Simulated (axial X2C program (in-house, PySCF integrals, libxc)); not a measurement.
## Spin–orbit effects down a group: molecules with Au (ions), MP2

Computed with an in-house all-electron X2C program for linear molecules (integrals from PySCF), spin-free (one-electron X2C) or two-component (2c: spin–orbit coupling with atomic mean-field Coulomb and Gaunt terms, which also bring small scalar terms), in Dyall basis sets with cores contracted in-house; open shells are unrestricted.

Basis sets: Au dyall-acv3z, H dyall-av3z, Li dyall-av3z, Na dyall-av3z. Frozen shells (counts by l): AuH⁻ Au 5s4p2d1f, H none, 13 electrons correlated; LiAu⁻ Au 5s4p2d1f, Li 1s, 13 electrons correlated; NaAu⁻ Au 5s4p2d1f, Na 2s1p, 13 electrons correlated. Where the outer core of a metal is frozen, bonds come out longer and ionisation energies lower.

| molecule | spin-free state | Re (Å) | ωe (cm⁻¹) | De (eV) | 2c state | Re 2c (Å) | ωe 2c (cm⁻¹) | De 2c (eV) |
| --- | --- | --- | --- | --- | --- | --- | --- | --- |
| AuH⁻ | M_S = 1/2, Λ = 0 | 1.599 | 1895.7 | 1.44 | Ω = 1/2 | 1.594 | 1914.8 | 1.49 |
| LiAu⁻ | M_S = 1/2, Λ = 0 | 2.395 | 385.7 | 1.44 | Ω = 1/2 | 2.389 | 388.4 | 1.43 |
| NaAu⁻ | M_S = 1/2, Λ = 0 | 2.755 | 186.1 | 1.08 | Ω = 1/2 | 2.751 | 187.0 | 1.07 |

Fragments in 2c: Au- + H, Au- + Li, Au- + Na. Each entry is the lowest single determinant of a limited PBE0 search at one distance. De goes to single-determinant-based atoms at the same level (for ions the charge split of lowest energy) and is withheld (n/a) where an atom does not fit its ground term or J level. Main or longest-lived isotopes.
